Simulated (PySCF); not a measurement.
## Electronic structure of He+ (helium, charge +1) at the UHF level

Configuration: 1s1, 2S determinant. Computed with PySCF 2.14 in cc-pVDZ, with no relativity, point nucleus.

| Item | Value |
| --- | --- |
| Total energy | -1.993623 hartree |
| One-electron energy | -1.9936 hartree |
| Hartree (Coulomb) energy | 0.6227 hartree |
| Exchange energy | -0.6227 hartree |
| Kinetic energy | 2.01477 hartree |
| ⟨S²⟩ | 0.7500 |
| ⟨L²⟩ | 0.000 |
| Sum of ⟨r⟩ | 0.7585 bohr |
| Sum of ⟨r²⟩ | 0.7834 bohr² |
| Density at the nucleus (Gaussians lack the cusp) | 2.19 bohr⁻³ |
| Spin density at the nucleus | 2.19 bohr⁻³ |
| Langevin diamagnetic susceptibility | -0.621 ×10⁻⁶ cm³/mol |
| Time after the integrals | 0.03 s of wall time on 1 thread of Neoverse-V1 (shared host) |

```csv
shell,electrons,mean orbital energy (hartree),"rms radius, mean of both spins (bohr)"
1s α,1,-1.99362,0.885
```
